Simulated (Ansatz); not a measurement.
Steps of a relaxation of CH8AlBNP (`C[B]([AlH2])NP`) with RKS PBE0-D4/def2-TZVP.

```sh
$ ansatz run in.yaml --threads 4 --pin off --events-out ev --progress --plain --max-ram 10444MiB
```

```yaml
crystal:
  periodic: [false, false, false]
  atoms:
    - {symbol: C, position_ang: [-1.225254, 0.435778, -0.715129]}
    - {symbol: B, position_ang: [0.011808, -0.326670, -0.097087]}
    - {symbol: Al, position_ang: [0.502062, -2.379258, -0.555083]}
    - {symbol: N, position_ang: [0.913765, 0.304877, 0.802747]}
    - {symbol: P, position_ang: [0.966985, 1.953944, 1.465061]}
    - {symbol: H, position_ang: [-1.426611, 1.443499, -0.295287]}
    - {symbol: H, position_ang: [-1.066062, 0.552944, -1.811455]}
    - {symbol: H, position_ang: [-2.152140, -0.171089, -0.629337]}
    - {symbol: H, position_ang: [-0.298972, -3.317882, -1.593799]}
    - {symbol: H, position_ang: [1.774466, -3.062396, 0.178155]}
    - {symbol: H, position_ang: [1.701753, -0.243768, 1.161408]}
    - {symbol: H, position_ang: [0.733814, 2.691262, 0.247028]}
    - {symbol: H, position_ang: [-0.415214, 2.083960, 1.857478]}
basis:
  gaussian: {orbitals: def2-TZVP}
hamiltonian: {xc: pbe0, dispersion: d4}
relax: {f_tol: 0.005, max_steps: 150}
```

Positions (Å) and forces (eV/Å) along the path, 9 of 9 steps:

```xyz
13
step=1 energy=-19210.6961 eV
C    -1.225    0.436   -0.715   -0.216    0.139   -0.149
B     0.012   -0.327   -0.097    0.100    0.252    0.178
Al    0.502   -2.379   -0.555    0.053   -0.177   -0.039
N     0.914    0.305    0.803    0.241    0.219    0.254
P     0.967    1.954    1.465   -0.576   -0.509   -0.610
H    -1.427    1.443   -0.295    0.095   -0.479   -0.199
H    -1.066    0.553   -1.811   -0.071   -0.043    0.501
H    -2.152   -0.171   -0.629    0.430    0.285   -0.026
H    -0.299   -3.318   -1.594    0.093    0.130    0.135
H     1.774   -3.062    0.178   -0.158    0.102   -0.086
H     1.702   -0.244    1.161   -0.518    0.359   -0.234
H     0.734    2.691    0.247    0.109   -0.221    0.354
H    -0.415    2.084    1.857    0.417   -0.058   -0.078
13
step=2 energy=-19210.7419 eV
C    -1.215    0.438   -0.709   -0.082    0.038   -0.062
B     0.013   -0.329   -0.096    0.015    0.107    0.044
Al    0.503   -2.376   -0.555    0.000   -0.023   -0.003
N     0.906    0.304    0.798    0.098    0.301    0.188
P     0.948    1.940    1.446   -0.187   -0.379   -0.278
H    -1.407    1.435   -0.291    0.033   -0.143   -0.055
H    -1.061    0.557   -1.794   -0.020   -0.017    0.148
H    -2.136   -0.156   -0.620    0.124    0.078   -0.010
H    -0.298   -3.301   -1.583    0.016    0.010    0.019
H     1.767   -3.042    0.176   -0.018    0.008   -0.016
H     1.687   -0.234    1.157   -0.139    0.085   -0.066
H     0.731    2.668    0.237    0.010   -0.070    0.141
H    -0.417    2.060    1.848    0.149    0.004   -0.050
13
step=3 energy=-19210.7502 eV
C    -1.212    0.441   -0.708    0.014    0.003    0.007
B     0.015   -0.321   -0.096   -0.027   -0.049   -0.016
Al    0.501   -2.371   -0.552    0.008   -0.008   -0.014
N     0.905    0.309    0.800    0.022    0.098    0.047
P     0.945    1.926    1.439   -0.014   -0.041   -0.030
H    -1.406    1.432   -0.290   -0.004    0.020    0.006
H    -1.059    0.561   -1.788    0.006    0.001   -0.017
H    -2.127   -0.154   -0.620   -0.008   -0.013    0.003
H    -0.297   -3.300   -1.575   -0.011   -0.001   -0.001
H     1.765   -3.038    0.172    0.007    0.002    0.008
H     1.681   -0.228    1.156    0.009   -0.040   -0.006
H     0.722    2.654    0.241    0.019    0.024   -0.020
H    -0.412    2.054    1.836   -0.021    0.003    0.034
13
step=4 energy=-19210.7506 eV
C    -1.212    0.440   -0.708    0.000    0.001    0.007
B     0.013   -0.323   -0.094   -0.001   -0.018   -0.032
Al    0.502   -2.372   -0.556   -0.006   -0.002    0.012
N     0.904    0.310    0.800    0.004    0.040    0.028
P     0.942    1.926    1.437    0.015   -0.008    0.009
H    -1.405    1.433   -0.292   -0.001    0.005    0.001
H    -1.057    0.557   -1.788    0.003   -0.001   -0.006
H    -2.127   -0.154   -0.620   -0.006   -0.004   -0.001
H    -0.302   -3.300   -1.575    0.002    0.001    0.000
H     1.767   -3.036    0.171    0.002   -0.001   -0.006
H     1.680   -0.228    1.158    0.001   -0.018   -0.008
H     0.726    2.658    0.239   -0.010    0.001   -0.001
H    -0.413    2.055    1.844   -0.005    0.005   -0.005
13
step=5 energy=-19210.7506 eV
C    -1.212    0.440   -0.709    0.001    0.001    0.000
B     0.014   -0.323   -0.096   -0.002   -0.011   -0.003
Al    0.502   -2.372   -0.554    0.001    0.001   -0.001
N     0.904    0.310    0.801    0.004    0.022    0.010
P     0.943    1.926    1.438    0.005   -0.001    0.002
H    -1.406    1.432   -0.292    0.001   -0.001   -0.001
H    -1.056    0.558   -1.789    0.000    0.000   -0.001
H    -2.127   -0.155   -0.621    0.000    0.000   -0.001
H    -0.303   -3.300   -1.574   -0.001   -0.001    0.003
H     1.768   -3.037    0.170   -0.001    0.000   -0.002
H     1.680   -0.229    1.157   -0.005   -0.009   -0.006
H     0.725    2.659    0.240   -0.004   -0.001    0.002
H    -0.412    2.057    1.845    0.000    0.001   -0.002
13
step=6 energy=-19210.7507 eV
C    -1.211    0.441   -0.712   -0.003   -0.001    0.002
B     0.014   -0.322   -0.096    0.002   -0.001   -0.001
Al    0.501   -2.372   -0.553    0.001    0.001    0.000
N     0.903    0.311    0.801    0.002    0.000    0.003
P     0.943    1.925    1.440   -0.002    0.003   -0.002
H    -1.405    1.432   -0.295    0.001    0.001   -0.001
H    -1.052    0.559   -1.792    0.001    0.001   -0.002
H    -2.126   -0.155   -0.627    0.001    0.000    0.000
H    -0.311   -3.305   -1.562   -0.001   -0.001    0.001
H     1.775   -3.033    0.161    0.001    0.000   -0.001
H     1.679   -0.230    1.156   -0.002   -0.002    0.000
H     0.721    2.659    0.244    0.000    0.001    0.001
H    -0.411    2.056    1.850    0.001   -0.001   -0.001
13
step=7 energy=-19210.7508 eV
C    -1.209    0.441   -0.715   -0.003   -0.001   -0.001
B     0.014   -0.322   -0.097   -0.001    0.004    0.002
Al    0.501   -2.373   -0.552    0.000    0.000    0.000
N     0.902    0.311    0.802    0.002   -0.011   -0.001
P     0.943    1.925    1.441   -0.004    0.002    0.000
H    -1.405    1.433   -0.297    0.000    0.002    0.000
H    -1.047    0.561   -1.794    0.000    0.002   -0.002
H    -2.125   -0.154   -0.633    0.001   -0.001    0.000
H    -0.322   -3.310   -1.548    0.000    0.000    0.001
H     1.784   -3.028    0.150    0.000    0.000   -0.001
H     1.676   -0.231    1.157    0.003    0.004    0.002
H     0.718    2.659    0.246    0.001    0.000   -0.001
H    -0.411    2.054    1.854    0.001    0.000    0.000
13
step=8 energy=-19210.7508 eV
C    -1.208    0.442   -0.716   -0.002    0.000    0.000
B     0.015   -0.322   -0.098   -0.001    0.005    0.000
Al    0.501   -2.373   -0.552   -0.001   -0.004    0.001
N     0.902    0.310    0.802    0.002   -0.010   -0.003
P     0.942    1.924    1.442   -0.002    0.001   -0.001
H    -1.404    1.433   -0.297    0.000    0.001    0.000
H    -1.044    0.564   -1.795    0.000    0.001    0.000
H    -2.123   -0.154   -0.638    0.001    0.000    0.000
H    -0.328   -3.315   -1.538    0.000    0.002    0.000
H     1.789   -3.026    0.144    0.000    0.002   -0.001
H     1.676   -0.231    1.157    0.002    0.004    0.004
H     0.716    2.659    0.248    0.001    0.001    0.000
H    -0.412    2.053    1.856    0.000   -0.001    0.000
13
step=9 energy=-19210.7508 eV
C    -1.207    0.443   -0.717    0.000    0.000    0.001
B     0.015   -0.322   -0.097   -0.003    0.002   -0.002
Al    0.500   -2.373   -0.551    0.001    0.000   -0.002
N     0.901    0.310    0.803    0.001   -0.003   -0.001
P     0.941    1.924    1.443    0.002   -0.001    0.000
H    -1.404    1.433   -0.297   -0.001    0.000    0.000
H    -1.041    0.567   -1.796    0.001    0.000    0.001
H    -2.122   -0.153   -0.642   -0.001    0.000    0.000
H    -0.334   -3.318   -1.530    0.002    0.001    0.003
H     1.795   -3.022    0.137   -0.002   -0.001   -0.001
H     1.676   -0.232    1.158    0.002    0.002    0.003
H     0.715    2.658    0.248    0.000    0.001    0.000
H    -0.413    2.052    1.856   -0.001    0.000   -0.001
```

Run time 36 s (4 threads of an Arm Neoverse V2 on a shared host); peak host memory 0.61 GiB.
